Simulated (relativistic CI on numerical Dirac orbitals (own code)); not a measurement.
Computed by Dirac-Coulomb-Breit CI, separate exchange-only KLI orbitals for each configuration, model QED (radiative potential, 1s self-energy scaled to tabulated hydrogen-like ionisation energies), unscaled Slater integrals (own radial code, finite nucleus).

The strongest absorption lines from the ground level of an ion, among the configurations computed and to levels below about 1570 eV (vacuum wavelength in nm, gf): 0.79622 (0.051), 0.79818 (0.029), 0.91740 (0.11), 0.92198 (0.063), 1.2829 (0.37), 1.3010 (0.22), 11.444 (0.41), 16.514 (0.14).

Question: Which ion is it?
A. Ag36+
B. Ru33+
C. Ru31+
D. Sr27+

Answer: B. Ru33+ has 11 electrons and the ground level 3s 2S_1/2; the strongest line goes to 3p 2P°_3/2. The pattern of lines fixes the number of electrons, and along that sequence the line energies rise steadily with the charge (about as its square where n changes within one kind of shell, about linearly where n is kept but much faster in heavy ions where fine structure, which grows about as Z⁴, sets the gap, and irregularly where shells cross), which fixes Z. Configurations outside the model, such as inner-shell arrays, can give stronger lines. At this charge energies of transitions that change n are usually good to better than 1 %, and those within a shell (Δn = 0) to a few per cent.
